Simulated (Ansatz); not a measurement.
B4N3⁻. The state is a triplet with charge -1. Geometry PBE-D4/def2-SVP, that of the neutral doublet; atoms count from 1.

Cartesian coordinates in Å:
```
B -0.830 0.597 -0.640
B -1.011 -0.655 0.725
B 1.103 0.324 -0.366
B 0.557 -0.876 0.948
N 0.323 1.087 -1.188
N 1.788 -0.502 0.525
N -1.930 0.024 -0.004
```

The highest occupied level of the charge -1 triplet lies above zero (up to 1.00 eV). By energy differences its removal costs 0.90 eV (vertical, to the charge 0 doublet, at PBE0-D4/def2-TZVPD); a positive level beside a positive removal energy at the same level points to self-interaction error. At PBE0-D4/def2-TZVPD a singlet of charge -1 lies 0.68 eV below the triplet at the same geometry. The structure comes from a short search, and lower isomers may exist.

Question: Estimate the Mulliken populations from the PBE0/def2-TZVPD orbitals of Ansatz.

Answer: 
```json
{"atom": "B1", "charge (e)": "-0.10", "spin (α − β)": "0.03"}
{"atom": "B2", "charge (e)": "-0.33", "spin (α − β)": "0.60"}
{"atom": "B3", "charge (e)": "-0.10", "spin (α − β)": "0.03"}
{"atom": "B4", "charge (e)": "-0.33", "spin (α − β)": "0.60"}
{"atom": "N5", "charge (e)": "-0.04", "spin (α − β)": "0.09"}
{"atom": "N6", "charge (e)": "-0.05", "spin (α − β)": "0.32"}
{"atom": "N7", "charge (e)": "-0.06", "spin (α − β)": "0.33"}
```
Mulliken values and Mayer orders depend strongly on the basis. With diffuse functions, as here, like atoms can get unlike values, and bond orders can come out too low or too high.

Question: Where does the spin sit?

Answer: Summed by element: B 1.26, N 0.74, of 2 unpaired in all. Largest on single atoms: B4 0.60, B2 0.60, N7 0.33.

Question: And the Mayer bond orders between bonded heavy atoms (over 0.3)?

Answer: B1–B2 0.36 (1.86 Å); B1–B3 0.34 (1.97 Å); B1–N5 1.56 (1.37 Å); B1–N7 1.50 (1.39 Å); B2–B4 1.33 (1.60 Å); B2–N7 1.54 (1.35 Å); B3–B4 0.36 (1.86 Å); B3–N5 1.56 (1.37 Å); B3–N6 1.50 (1.39 Å); B4–N6 1.54 (1.35 Å).
